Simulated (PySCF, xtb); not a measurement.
C₆H₅F, SMILES C#CC(=C)/C=C\F. The values are those of a single conformer.

Harmonic wavenumbers (cm⁻¹) from GFN2-xTB in xtb at its own minimum, in rising order: 53, 129, 205, 219, 333, 347, 467, 565, 649, 651, 712, 737, 800, 803, 874, 881, 947, 1036, 1217, 1276, 1331, 1398, 1625, 1684, 2260, 3068, 3088, 3110, 3144, 3398.

Problem. What does PBE0-D3(BJ)/def2-SVP run with PySCF give at its own minimum? (Estimate from the structure and the level; the computed values follow.)

Solution. 65, 140, 222, 257, 356, 403, 548, 681, 689, 701, 723, 762, 818, 819, 925, 953, 963, 1097, 1292, 1324, 1400, 1445, 1664, 1770, 2240, 3179, 3210, 3230, 3293, 3491. Paired by order, the mean absolute difference is 56 cm⁻¹ and the zero-point energies are 52.9 and 55.3 kcal/mol.
